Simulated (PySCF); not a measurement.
## Effect of structural changes

Theory: PySCF, TDDFT CAM-B3LYP/def2-SVPD circular dichroism and optical rotation, one conformer, gas phase. Geometry: GFN2-xTB.

Each molecule in one low-energy conformer. The parent is C=C[C@@H]([SiH3])[Si@H]([SiH3])P.

The molecule is flexible and this is one conformer; a measurement averages over conformers.

How does the specific rotation at 589.3 nm (origin-invariant length gauge) change along this series?
- C=C[C@@H]([SiH3])[Si@H]([SiH3])P (base)
- C=C[C@H]([SiH3])[Si@H]([SiH3])P (diastereomer)


| molecule | [α]589 (deg dm⁻¹ (g/mL)⁻¹) | S1 (eV) | R(S1), velocity form (10⁻⁴⁰ esu² cm²) |
| --- | --- | --- | --- |
| C=C[C@@H]([SiH3])[Si@H]([SiH3])P | -111.4 | 6.06 | -263.5 |
| C=C[C@H]([SiH3])[Si@H]([SiH3])P | +24.0 | 6.29 | -139.2 |

The specific rotation at 589.3 nm (origin-invariant length gauge) is lowest for C=C[C@@H]([SiH3])[Si@H]([SiH3])P and highest for C=C[C@H]([SiH3])[Si@H]([SiH3])P.
